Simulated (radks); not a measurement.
Values are calculated unless marked as measured or tabulated.
Ionisation of neutral chlorine, [Ne] 3s2 3p5, to [Ne] 3s2 3p4 as the strength of local exchange is varied. Level of theory: scalar-relativistic Kohn-Sham, Slater X-alpha exchange (alpha = 2/3 is LDA exchange), no correlation, spin-polarised, spherical densities, finite nucleus; open shells are filled with parallel spins first; Fermi nuclear charge, rms radius 3.3654 fm (a radial shooting solver on a logarithmic mesh with Libxc functionals).

alpha  E(Cl) (hartree)  exchange (hartree)  IE (eV)  -e of the level emptied (eV)  <r> of it (bohr)
0.667       -458.81349           -25.37563   11.700                    6.906 (3p)             1.887
0.753       -462.09628           -28.82465   12.668                    7.803 (3p)             1.847
0.848       -465.74614           -32.68122   13.780                    8.846 (3p)             1.805
0.99        -471.24762           -38.53673   15.525                   10.503 (3p)             1.747
1.001       -471.67608           -38.99486   15.664                   10.636 (3p)             1.743
1.021       -472.45595           -39.82951   15.919                   10.880 (3p)             1.735
1.048       -473.51050           -40.95970   16.266                   11.212 (3p)             1.725
x           -466.17034           -33.13093   13.911                    8.971 (3p)             1.800

Which alpha was used in the last row?

Answer. alpha = 0.859. NIST Atomic Spectra Database: 12.968 eV (measured). The Delta-SCF value meets it near alpha = 0.78. Open shells are spherical and high-spin; term and fine-structure splittings are not resolved.
